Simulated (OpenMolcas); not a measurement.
Yb4+: effect of the basis set

```json
{
  "Program": "OpenMolcas",
  "Method": "CASSCF",
  "Active space": "12 electrons in 7 orbitals (4f)",
  "State averaging": "2S+1 = 3 even, 21 roots (18 in the spin-orbit step); 2S+1 = 1 even, 28 roots (9 in the spin-orbit step)",
  "Spin-orbit coupling": "RASSI with atomic mean-field integrals over the reference wave functions, term energies averaged over their components"
}
```

A. ANO-R0 [6s4p2d1f], X2C, finite nucleus; cost of the order of 9 core-seconds
B. ANO-RCC-VTZP [8s7p5d3f2g1h], X2C, point nucleus; cost roughly 22 core-seconds
C. ANO-R3 [9s8p5d5f3g2h], X2C, finite nucleus; cost about 23 core-seconds

Energies in cm-1 above 4f12 3H6, the measured ground level; measured values from the list in Tchang-Brillet, Wyart, Meftah and Ait Mammar, Atoms 6, 52 (2018).

```json
{"Level": "4f12 3H6", "A": "0.0", "B": "0.0", "C": "0.0", "Measured": "0.0"}
{"Level": "4f12 3F4 [54 %]", "A": "6330", "B": "6989", "C": "6966", "Measured": ""}
{"Level": "4f12 3H5", "A": "8516", "B": "9308", "C": "9367", "Measured": "9580"}
{"Level": "4f12 3H4 [57 %]", "A": "13529", "B": "14809", "C": "14872", "Measured": "14405"}
{"Level": "4f12 3F3", "A": "16375", "B": "17918", "C": "17966", "Measured": "16372"}
{"Level": "4f12 3F2", "A": "20633", "B": "22572", "C": "22649", "Measured": ""}
```

Deviations, from unrounded energies. A percentage is the sum of absolute deviations over the sum of measured energies, with the sign that they share, or ± where signs differ.

| Against measurement | Levels | A | B | C |
| --- | --- | --- | --- | --- |
| mean absolute deviation (cm-1) | 3 | 650 | 740 | 760 |
| fine structure of the ground term (%) | 2 | -8.1 | ±2.8 | ±2.8 |
| other terms of the ground configuration (%) | 1 | +0.0 | +9.4 | +9.7 |

A lies closest to measurement on these levels and C furthest from it. The largest miss of A in the table is 4f12 3H5, by -1100 cm-1. The ranking rests on the paired levels alone, and a cruder setting can come out closer through cancelling errors.

Among A to C the level of the table that moves most is 4f12 3F2, by 2000 cm-1 (lowest in A, highest in C).

Some high roots are left out of the spin-orbit mixing, which shifts the levels that they would mix with. Without dynamic correlation excited terms often stand tens of per cent too high (terms of higher spin than the ground term too low), and those without a measured partner can miss by more than the paired ones. The basis is small and was not contracted for so high a charge (holds for A). Computed and measured levels are paired by configuration, term and J; levels that our copy of the source lacks, or whose pairing is in doubt (as where it misses far off the trend of its configuration), stay unpaired and out of the deviations. Levels of configurations outside the active space are missing. The table leaves out levels that lie high or whose names do not pair safely across all columns.

A share in square brackets marks a mixed level and gives the weight of the term that names it, the lowest over the columns.
